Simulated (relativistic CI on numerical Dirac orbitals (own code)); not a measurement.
Cu³⁺: K-beta X-ray emission

Computed with this model: Dirac-Coulomb-Breit CI, separate exchange-only KLI orbitals for each configuration, model QED (radiative potential, 1s self-energy scaled to tabulated hydrogen-like ionisation energies), valence Slater integrals scaled by 0.7, multiplet model of X-ray emission after core ionisation; configurations [Ar] 3d8 → 1s 2s2 2p6 3s2 3p6 3d8 → [Ne] 3s2 3p5 3d8; 300 K; Lorentzian 1.6 eV and Gaussian 1 eV FWHM. Energies are those of the free ion, without screening or charge transfer. S is read from ⟨S²⟩ = S(S + 1).

Field parameters in Wybourne normalisation: D4h B²₀ = −7Ds, B⁴₀ = 21(Dq − Dt), B⁴₄ = 21√(5/14) Dq. The field is a parameter set, without covalency.

free ion: ground-state S = 1.00, centroid 8905.31 eV. Peaks (eV, height): 8894.8 (42), 8900.2 (26), 8903.0 (68), 8906.4 (89), 8911.4 (100).

D4h, 10Dq = 11650, Ds = -1500, Dt = 500 cm⁻¹: ground-state S = 1.00, centroid 8905.26 eV. Peaks (eV, height): 8894.2 (27), 8895.6 (28), 8898.6 (28), 8901.8 (34), 8905.2 (76), 8910.8 (100).

Strongest unbroadened transitions for D4h, 10Dq = 11650, Ds = -1500, Dt = 500 cm⁻¹:

| Energy (eV) | Relative strength |
| --- | --- |
| 8894.14 | 36.5 |
| 8895.64 | 19.8 |
| 8896.12 | 25.8 |
| 8898.15 | 20.0 |
| 8899.53 | 20.5 |
| 8901.79 | 21.6 |
| 8905.44 | 26.6 |
| 8905.71 | 24.5 |
| 8905.75 | 33.9 |
| 8905.76 | 21.8 |
| 8909.42 | 24.3 |
| 8910.09 | 35.3 |
| 8910.10 | 21.1 |
| 8910.11 | 32.2 |
| 8910.12 | 21.8 |
| 8911.03 | 89.4 |
| 8911.16 | 100.0 |
| 8911.18 | 95.9 |
